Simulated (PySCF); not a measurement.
**Working out the ionisation energy of Tl**

Tl [Xe] 4f14 5d10 6s2 6p1 (2P) → Tl⁺ [Xe] 4f14 5d10 6s2 (1S). All numbers are calculated (PySCF 2.14, a scalar-relativistic core potential, in aug-cc-pVDZ-PP with ECP60MDF (5s4p3d, 32 functions)). Frozen: 5s2 5p6 5d10. Energies in hartree (1 hartree = 27.21139 eV):

```
             part   Tl (lower)  Tl⁺ (upper)
              UHF  -171.512521  -171.328809
MP2 opposite-spin    -0.020045    -0.017367
    MP2 same-spin    -0.002018     0.000000
```

What does Hartree-Fock give?

(-171.328809) − (-171.512521) = 0.183712 hartree = 4.999 eV.

What do MP2 and SCS-MP2 (6/5 opposite-spin, 1/3 same-spin) give?

The opposite-spin parts differ by 0.073 eV and the same-spin parts by 0.055 eV. MP2: 4.999 + (0.073) + (0.055) = 5.127 eV. SCS-MP2: 4.999 + 1.2 × (0.073) + (0.055)/3 = 5.105 eV.

Measured between the centres of the two terms (NIST): 5.464 eV, so MP2 (valence) is off by -0.337 eV.

A double-zeta basis recovers only part of the correlation energy.

What remains against the reference includes basis incompleteness, the frozen core and correlation beyond second order.
